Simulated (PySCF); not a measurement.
Several structures and their simulated spectra, in scrambled order.

A. `c1(O[SiH3])cccnc1`
B. `C/C=C\[Si@@H](C#N)C=O`
C. `C=N[SiH2][Si@@H](C=O)OC`

Spectrum 1. 1H NMR (500 MHz, computed): δ 8.61 (d, 1H), 8.42 (s, 1H), 7.54 (m, 1H), 7.41 (m, 1H), 5.21 (s, 3H). 13C{1H} NMR (computed): δ 158.0 (C), 148.4 (CH), 141.2 (CH), 132.5 (CH), 129.3 (CH).

Spectrum 2. 1H NMR (500 MHz, computed): δ 12.47 (d, 1H), 8.74 (m, 1H), 8.64 (m, 1H), 5.43 (m, 1H), 5.11 (m, 1H), 4.99 (m, 1H), 4.13 (s, 3H). 13C{1H} NMR (computed): δ 255.5 (CH), 173.6 (CH2), 54.7 (CH3).

Spectrum 3. 1H NMR (500 MHz, computed): δ 12.13 (d, 1H), 7.24 (m, 1H), 5.85 (m, 1H), 4.98 (m, 1H), 2.17 (d, 3H). 13C{1H} NMR (computed): δ 237.9 (CH), 165.8 (CH), 123.0 (C), 115.2 (CH), 27.2 (CH3).

[PySCF 2.14: shieldings: GIAO PBE0/pcSseg-1; coordinates at the GFN2-xTB level; single conformer; in vacuum; fast rotation and ring inversion assumed for equivalent nuclei; no relativistic terms]

Shifts are taken against calculated references (same method and geometry level): 1H (σ = 31.72 ppm) and 13C (σ = 186.93 ppm) vs TMS. Where no couplings were computed, multiplicities follow the n + 1 count of equivalent neighbours, and m marks all less simple cases (inequivalent or close neighbours, rings, F or P nearby). Shifts are as computed. Against solution values, carbons near 30 ppm lie about +3 ppm off and those near 130 ppm about +5 ppm. Of 1211 compounds with measured shifts, 218 miss one by over three times the rms of a fit or turn the order of signals round; such compounds aren't used in these exercises.

Q: Which spectrum belongs to which compound?

A: 1–A, 2–C, 3–B.

- Spectrum 1 (A): 5 13C signals; δC 158.0 is an aromatic carbon bearing oxygen; δC 148.4 is an aromatic CH next to a ring nitrogen.
- Spectrum 2 (C): 3 13C signals; δC 54.7 is a methyl carbon bonded to O; δH 4.13 is the hydrogen on a methyl carbon bonded to O.
- Spectrum 3 (B): 5 13C signals; δC 123.0 is a nitrile carbon; δC 115.2 is an alkene CH.
